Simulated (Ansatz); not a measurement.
Molecule: borohydride, BH₄, net charge -1, singlet state. 
Structure (B3LYP-D3(BJ)/def2-TZVP (Ansatz, a first-principles code) minimum search):
```
B
H 1 1.2363
H 1 1.2363 2 109.47
H 1 1.2363 2 109.47 3 -120.00
H 1 1.2363 2 109.47 3 120.00
```
Charge -1, spin multiplicity 1.

Basis-set convergence of Hartree-Fock and CCSD correlation energies (hartree) with Ansatz. Valence correlation only, unless marked. Spin-orbit coupling is left out. No relativistic terms.

```json
[
 {"basis": "aug-cc-pVDZ", "functions": "59", "E(HF)": "-26.97737", "E(corr, CCSD)": "-0.17239"},
 {"basis": "aug-cc-pVTZ", "functions": "138", "E(HF)": "-26.98731", "E(corr, CCSD)": "-0.19303"},
 {"basis": "aug-cc-pVQZ", "functions": "264", "E(HF)": "-26.98934", "E(corr, CCSD)": "-0.19842"}
]
```

Extrapolating the two largest sets (X = 3 and 4) as X^-3: E(corr) = (64·(-0.19842) - 27·(-0.19303))/37 = -0.2024 Eh, an estimate of the basis-set limit. The largest set recovers 98.1 % of it, the smallest 85.2 %.
